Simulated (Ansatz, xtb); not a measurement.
**C7H5N: which of two isomers lies lower**

Structure a: `C#Cc1ccncc1`, a singlet. Structure b: `C#Cc1ccccn1`, a singlet. Both are isolated molecules in the gas phase, relaxed with B3LYP-D3(BJ)/def2-SVP.

a (Å):

```xyz
13

C     0.8996   -1.4763    0.8347
C     0.7717   -0.3494    0.4038
C     0.6230    0.9795   -0.1045
C    -0.6097    1.4353   -0.6069
C    -0.6957    2.7414   -1.0902
C     1.5013    3.1630   -0.6300
C     1.7044    1.8793   -0.1220
N     0.3309    3.5957   -1.1065
H     1.0119   -2.4739    1.2159
H    -1.4796    0.7769   -0.6163
H    -1.6483    3.1132   -1.4851
H     2.3326    3.8771   -0.6509
H     2.6818    1.5754    0.2557
```

b (Å):

```xyz
13

C     0.3323   -1.7587    0.7128
C     0.4901   -0.6016    0.3856
C     0.6433    0.7712   -0.0156
C    -0.4221    1.4383   -0.6520
C    -0.2473    2.7676   -1.0301
C     0.9752    3.3867   -0.7643
C     1.9718    2.6382   -0.1274
N     1.8207    1.3679    0.2402
H     0.2056   -2.7833    1.0076
H    -1.3587    0.9105   -0.8377
H    -1.0547    3.3122   -1.5255
H     1.1581    4.4267   -1.0423
H     2.9431    3.0951    0.0956
```

Quicker runs give these differences E(b) − E(a): GFN2-xTB +0.97 kcal/mol; HF/STO-3G +0.58 kcal/mol (at GFN2-xTB geometries); r2SCAN-D4/def2-SVP +0.77 kcal/mol (at GFN2-xTB geometries).

Problem. Estimate E(b) − E(a) at the level CCSD(T)/def2-SVP + ΔMP2/def2-TZVPP.

Solution. CCSD(T)/def2-SVP + ΔMP2/def2-TZVPP gives E(b) − E(a) = +0.86 kcal/mol, slightly favouring structure a, which is too small a margin to settle the true order.

Level by level:

```
                             level               geometry  E(b) − E(a) (kcal/mol)  departure from the last row (kcal/mol)  job, with rough time for the two
                          GFN2-xTB               GFN2-xTB                     +0.97                                   +0.11              optimisation, 0.16 s
                         HF/STO-3G               GFN2-xTB                     +0.58                                   −0.29              single point, 0.54 s
                r2SCAN-D4/def2-SVP               GFN2-xTB                     +0.77                                   −0.10               single point, 5.4 s
             B3LYP-D3(BJ)/def2-SVP  B3LYP-D3(BJ)/def2-SVP                     +0.86                                    0.00                optimisation, 49 s
                       HF/def2-SVP  B3LYP-D3(BJ)/def2-SVP                     +0.68                                   −0.18           part of the CCSD(T) run
                      MP2/def2-SVP  B3LYP-D3(BJ)/def2-SVP                     +0.79                                   −0.07           part of the CCSD(T) run
                  CCSD(T)/def2-SVP  B3LYP-D3(BJ)/def2-SVP                     +0.77                                   −0.10                      single point
CCSD(T)/def2-SVP + ΔMP2/def2-TZVPP  B3LYP-D3(BJ)/def2-SVP                     +0.86                                                     single point, 2.1 min
```

As drawn, both hold the same kinds of bond in the same numbers.

The largest departure from CCSD(T)/def2-SVP + ΔMP2/def2-TZVPP is that of HF/STO-3G, 0.29 kcal/mol. The last row adds to CCSD(T) the change of the MP2 difference between the two basis sets, here +0.10 kcal/mol.

With thermal terms from frequencies at re-optimised GFN2-xTB minima (ideal gas, soft modes damped towards free rotors, one conformer each, 298.15 K, 1 atm): on the last row, ΔE + ΔZPE = +0.83, ΔH = +0.83, ΔG = +0.42 kcal/mol.

The correlated steps freeze 8 core orbitals. Run with Ansatz 0.2.0, xtb 6.7.1; the last row on 2 threads of Arm Neoverse V1 on a shared host.
